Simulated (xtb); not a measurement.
C4H3O, charge -1, singlet, from a rough starting geometry; GFN2-xTB run with xtb.

Here is a job for xtb.
```
$ xtb mol.xyz --gfn 2 --chrg -1 --opt vtight --json

# file mol.xyz
8

O     -0.00157993     0.19437166     1.56417579
C      0.02809777     1.35893152     0.65313374
C     -0.04797261    -0.81124984     0.67637535
C     -0.01791940     0.95620774    -0.57933558
C     -0.01438652    -0.47992108    -0.66203337
H     -0.03582346    -1.75712003     1.22904085
H      0.02684417     1.62222849    -1.46956649
H      0.00021280    -1.13427413    -1.50143381
```

Task: Predict the main parts of the log of this xtb run.

Result: 
```
   ID    Z sym.   atoms
    1    8 O      1
    2    6 C      2-5
    3    1 H      6-8

           -------------------------------------------------
          |                Calculation Setup                |
           -------------------------------------------------

           -------------------------------------------------
          |                 G F N 2 - x T B                 |
           -------------------------------------------------

          ...................................................
          :                      SETUP                      :
          :.................................................:
          :  # basis functions                  23          :
          :  # atomic orbitals                  23          :
          :  # shells                           13          :
          :  # electrons                        26          :
          :  max. iterations                   250          :
          :  Hamiltonian                  GFN2-xTB          :
          :  restarted?                      false          :
          :  GBSA solvation                  false          :
          :  PC potential                    false          :
          :  electronic temp.          300.0000000     K    :
          :  accuracy                    1.0000000          :
          :  -> integral cutoff          0.2500000E+02      :
          :  -> integral neglect         0.1000000E-07      :
          :  -> SCF convergence          0.1000000E-05 Eh   :
          :  -> wf. convergence          0.1000000E-03 e    :
          :  Broyden damping             0.4000000          :
          :  net charge                         -1          :
          :  unpaired electrons                  0          :
          ...................................................

 iter      E             dE          RMSdq      gap      omega  full diag
   1    -14.3616490 -0.143616E+02  0.575E+00    4.02       0.0  T
   2    -14.4031435 -0.414946E-01  0.385E+00    2.11       1.0  T
   3    -14.4148201 -0.116765E-01  0.199E+00    3.17       1.0  T
   4    -14.4188897 -0.406962E-02  0.548E-01    3.00       1.0  T
   5    -14.4202648 -0.137509E-02  0.159E-01    2.95       1.0  T
   6    -14.4203208 -0.559763E-04  0.776E-02    2.95       1.0  T
   7    -14.4203244 -0.364137E-05  0.349E-02    2.96       1.0  T
   8    -14.4203262 -0.174657E-05  0.883E-03    2.96       4.0  T
   9    -14.4203263 -0.100391E-06  0.309E-03    2.96      11.4  T
  10    -14.4203263 -0.185156E-07  0.115E-03    2.96      30.8  T
  11    -14.4203263 -0.303467E-08  0.197E-04    2.96     179.2  T
  12    -14.4203263  0.925997E-10  0.150E-04    2.96     236.5  T

   *** convergence criteria satisfied after 12 iterations ***

         :::::::::::::::::::::::::::::::::::::::::::::::::::::
         ::                     SUMMARY                     ::
         :::::::::::::::::::::::::::::::::::::::::::::::::::::
         :: total energy             -14.231702454443 Eh    ::
         :: gradient norm              0.172314417379 Eh/a0 ::
         :: HOMO-LUMO gap              2.958604733478 eV    ::
         ::.................................................::
         :: SCC energy               -14.420325722568 Eh    ::
         :: -> isotropic ES            0.142303336951 Eh    ::
         :: -> anisotropic ES          0.001729579642 Eh    ::
         :: -> anisotropic XC          0.003179014214 Eh    ::
         :: -> dispersion             -0.005435736841 Eh    ::
         :: repulsion energy           0.188623268126 Eh    ::
         :: add. restraining           0.000000000000 Eh    ::
         :: total charge              -1.000000000000 e     ::
         :::::::::::::::::::::::::::::::::::::::::::::::::::::

      -----------------------------------------------------------
     |                   =====================                   |
     |                        A N C O P T                        |
     |                   =====================                   |
     |               Approximate Normal Coordinate               |
     |                Rational Function Optimizer                |
      -----------------------------------------------------------
      -----------------------------------------------------------
     |                   =====================                   |
     |                        A N C O P T                        |
     |                   =====================                   |
     |               Approximate Normal Coordinate               |
     |                Rational Function Optimizer                |
      -----------------------------------------------------------

          ...................................................
          :                      SETUP                      :
          :.................................................:
          :   optimization level         verytight          :
          :   max. optcycles                   200          :
          :   ANC micro-cycles                  20          :
          :   degrees of freedom                18          :
          :.................................................:
          :   RF solver                   davidson          :
          :   write xtbopt.log                true          :
          :   linear?                        false          :
          :   energy convergence         0.1000000E-06 Eh   :
          :   grad. convergence          0.2000000E-03 Eh/α :
          :   maxmium RF displ.          1.0000000          :
          :   Hlow (freq-cutoff)         0.1000000E-01      :
          :   Hmax (freq-cutoff)         5.0000000          :
          :   S6 in model hess.         20.0000000          :
          ...................................................

generating ANC from exact Hessian ...
Using Lindh-Hessian (1995)
 Shifting diagonal of input Hessian by    0.0000000000000000
 Lowest  eigenvalues of input Hessian
[...]
 * total energy  :   -14.2317025 Eh     change       -0.1427694E-09 Eh
 * total energy  :   -14.2487754 Eh     change       -0.1707297E-01 Eh
 * total energy  :   -14.2509761 Eh     change       -0.2200658E-02 Eh
 * total energy  :   -14.2517274 Eh     change       -0.7513453E-03 Eh
 * total energy  :   -14.2518207 Eh     change       -0.9332449E-04 Eh
 * total energy  :   -14.2518441 Eh     change       -0.2330488E-04 Eh
 * total energy  :   -14.2518498 Eh     change       -0.5750559E-05 Eh
 * total energy  :   -14.2518502 Eh     change       -0.4104218E-06 Eh
 * total energy  :   -14.2518508 Eh     change       -0.5992653E-06 Eh
 * total energy  :   -14.2518509 Eh     change       -0.9201141E-07 Eh
   *** GEOMETRY OPTIMIZATION CONVERGED AFTER 10 ITERATIONS ***
[...]
   1    -14.4241315 -0.144241E+02  0.411E-05    3.64       0.0  T
   2    -14.4241315 -0.172484E-11  0.247E-05    3.64    1432.2  T
   3    -14.4241315 -0.114753E-11  0.175E-05    3.64    2015.1  T

   *** convergence criteria satisfied after 3 iterations ***

         :::::::::::::::::::::::::::::::::::::::::::::::::::::
         ::                     SUMMARY                     ::
         :::::::::::::::::::::::::::::::::::::::::::::::::::::
         :: total energy             -14.251850906354 Eh    ::
         :: gradient norm              0.000093239746 Eh/a0 ::
         :: HOMO-LUMO gap              3.639041415720 eV    ::
         ::.................................................::
         :: SCC energy               -14.424130937379 Eh    ::
         :: -> isotropic ES            0.138933523299 Eh    ::
         :: -> anisotropic ES          0.002410582736 Eh    ::
         :: -> anisotropic XC          0.002531024496 Eh    ::
         :: -> dispersion             -0.005453759165 Eh    ::
         :: repulsion energy           0.172280031025 Eh    ::
         :: add. restraining           0.000000000000 Eh    ::
         :: total charge              -1.000000000000 e     ::
         :::::::::::::::::::::::::::::::::::::::::::::::::::::

           -------------------------------------------------
          |                Property Printout                |
           -------------------------------------------------

    * Orbital Energies and Occupations

         #    Occupation            Energy/Eh            Energy/eV
      -------------------------------------------------------------
         1        2.0000           -0.4696721             -12.7804
         2        2.0000           -0.4043739             -11.0036
         3        2.0000           -0.3853268             -10.4853
         4        2.0000           -0.3354748              -9.1287
         5        2.0000           -0.3236598              -8.8072
         6        2.0000           -0.3083214              -8.3899
         7        2.0000           -0.2911292              -7.9220
         8        2.0000           -0.2486299              -6.7656
         9        2.0000           -0.2261581              -6.1541
        10        2.0000           -0.2099436              -5.7129
        11        2.0000           -0.1754619              -4.7746
        12        2.0000           -0.1144489              -3.1143
        13        2.0000           -0.0898694              -2.4455 (HOMO)
        14                          0.0438629               1.1936 (LUMO)
        15                          0.0995680               2.7094
        16                          0.2920060               7.9459
        17                          0.3467579               9.4358
        18                          0.3701401              10.0720
        19                          0.4337695              11.8035
        20                          0.4687681              12.7558
        21                          0.6596366              17.9496
        22                          0.6820859              18.5605
        23                          0.8776854              23.8830
      -------------------------------------------------------------
                  HL-Gap            0.1337323 Eh            3.6390 eV
             Fermi-level           -0.0230032 Eh           -0.6259 eV

     #   Z          covCN         q      C6AA      α(0)
     1   8 O        1.730    -0.313    19.214     5.919
     2   6 C        1.958    -0.252    38.611    10.035
     3   6 C        2.966     0.035    27.225     8.559
     4   6 C        3.029    -0.094    30.330     9.033
     5   6 C        2.947    -0.090    30.254     9.021
     6   1 H        0.925    -0.086     5.094     3.530
     7   1 H        0.925    -0.107     5.809     3.769
     8   1 H        0.925    -0.093     5.332     3.611

 Mol. C6AA /au·bohr⁶  :       1137.969694
 Mol. C8AA /au·bohr⁸  :      27005.416944
 Mol. α(0) /au        :         53.476225

Wiberg/Mayer (AO) data.
largest (>0.10) Wiberg bond orders for each atom

 ---------------------------------------------------------------------------
     #   Z sym  total        # sym  WBO       # sym  WBO       # sym  WBO
 ---------------------------------------------------------------------------
     1   8 O    2.314 --     3 C    1.114     2 C    1.061
     2   6 C    2.844 --     4 C    1.563     1 O    1.061     3 C    0.173
     3   6 C    3.901 --     5 C    1.577     1 O    1.114     6 H    0.959
                             2 C    0.173
     4   6 C    3.925 --     2 C    1.563     5 C    1.295     7 H    0.966
     5   6 C    3.957 --     3 C    1.577     4 C    1.295     8 H    0.964
     6   1 H    0.993 --     3 C    0.959
     7   1 H    0.989 --     4 C    0.966
     8   1 H    0.991 --     5 C    0.964
 ---------------------------------------------------------------------------

Topologies differ in total number of bonds
Writing topology from bond orders to xtbtopo.mol

molecular dipole:
                 x           y           z       tot (Debye)
 q only:        0.005      -0.793      -0.602
   full:       -0.006      -1.640      -1.020       4.910
molecular quadrupole (traceless):
                xx          xy          yy          xz          yz          zz
 q only:        4.841      -0.085      -1.991       0.040      -0.476      -2.850
  q+dip:        4.959      -0.094      -4.500      -0.006      -3.450      -0.459
   full:        5.979      -0.111      -4.650      -0.000      -3.624      -1.330

optimized geometry written to: xtbopt.xyz

           -------------------------------------------------
          | TOTAL ENERGY              -14.251850906354 Eh   |
          | GRADIENT NORM               0.000093239746 Eh/α |
          | HOMO-LUMO GAP               3.639041415720 eV   |
           -------------------------------------------------

normal termination of xtb
```
